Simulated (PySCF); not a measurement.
## CH12O2Si4

CH12O2Si4 is a molecule, neutral, singlet. The structure, one conformer, was relaxed in the gas phase by PBE0-D3(BJ)/def2-SVP. No frequency run checks that it is a minimum.

SMILES: C[Si]([SiH3])(O[SiH3])O[SiH3]

```tsv
atom	x (Å)	y (Å)	z (Å)
Si1	-0.130	0.747	0.193
Si2	-0.043	-0.197	2.343
O3	1.261	0.338	-0.623
Si4	2.280	-0.933	-0.938
O5	-1.435	0.080	-0.592
Si6	-1.958	-1.279	-1.386
C7	-0.303	2.594	0.153
H8	-1.281	0.130	3.117
H9	1.143	0.300	3.110
H10	0.064	-1.687	2.232
H11	2.941	-1.389	0.322
H12	3.315	-0.484	-1.911
H13	1.512	-2.077	-1.520
H14	-1.327	-1.370	-2.737
H15	-3.438	-1.195	-1.535
H16	-1.605	-2.505	-0.606
H17	0.545	3.078	0.658
H18	-1.236	2.912	0.642
H19	-0.325	2.937	-0.894
```

Shieldings: GIAO PBE0/pcSseg-1. Shifts are against computed references at the same level: C TMS (σ 184.4 ppm), H TMS (σ 31.27 ppm), Si TMS (σ 352.0 ppm). Core levels by delta-SCF with SCAN, pcX-2 on the ionised atom and pcseg-1 elsewhere, spin-free X2C (2p3/2 is the spin-free 2p value less a third of a first-order spin-orbit splitting); from the vacuum level, for chosen atoms.

Q: Give the NMR and core-level values of the distinct atoms.

A: 
```json
{"atoms": "Si1", "bonded to": "1 C + 2 O + 1 Si", "σ (ppm)": "349.3", "δ (ppm)": "2.7", "core level (eV)": "2p3/2 107.27"}
{"atoms": "Si2", "bonded to": "1 Si + 3 H", "σ (ppm)": "471.7", "δ (ppm)": "-119.7", "core level (eV)": "2p3/2 106.31"}
{"atoms": "O3", "bonded to": "2 Si", "σ (ppm)": "268.2", "δ (ppm)": "-", "core level (eV)": "1s 537.65"}
{"atoms": "Si4", "bonded to": "1 O + 3 H", "σ (ppm)": "390.6", "δ (ppm)": "-38.6", "core level (eV)": "-"}
{"atoms": "O5", "bonded to": "2 Si", "σ (ppm)": "269.6", "δ (ppm)": "-", "core level (eV)": "1s 537.62"}
{"atoms": "Si6", "bonded to": "1 O + 3 H", "σ (ppm)": "391.1", "δ (ppm)": "-39.1", "core level (eV)": "-"}
{"atoms": "C7", "bonded to": "1 Si + 3 H", "σ (ppm)": "179.4", "δ (ppm)": "5.0", "core level (eV)": "1s 290.16"}
{"atoms": "H8 H9 H10", "bonded to": "1 Si", "σ (ppm)": "27.93", "δ (ppm)": "3.34", "core level (eV)": "-"}
{"atoms": "H11 H12 H13", "bonded to": "1 Si", "σ (ppm)": "26.18", "δ (ppm)": "5.09", "core level (eV)": "-"}
{"atoms": "H14 H15 H16", "bonded to": "1 Si", "σ (ppm)": "26.19", "δ (ppm)": "5.08", "core level (eV)": "-"}
{"atoms": "H17 H18 H19", "bonded to": "1 C", "σ (ppm)": "30.92", "δ (ppm)": "0.35", "core level (eV)": "-"}
```

Values are those of this one static structure, with the three H of a rotating XH3 group averaged; atoms that internal rotation interchanges would show their mean in an NMR spectrum.

Q: Which of Si1, Si2 holds its core electrons tightest, and by how much against the loosest?

A: Si1 (bonded to 1 C + 2 O + 1 Si), by 0.95 eV over Si2 (bonded to 1 Si + 3 H).

Q: By CAM-B3LYP/def2-SVPD (TDDFT singlets, Tamm-Dancoff triplets, ionisation by delta-SCF), where does absorption start, and what does vertical ionisation take?

A: The lowest singlet lies at 6.66 eV (f 0.023), the strongest of the first 6 at 7.09 eV (f 0.079), the lowest triplet at 6.00 eV; vertical ionisation takes 9.49 eV.

The 3 runs behind this took 5.1 min in all, one thread each of Intel Xeon Platinum 8259CL on a shared host, launched as `OMP_NUM_THREADS=1 python cluster_run.py task.json out`.
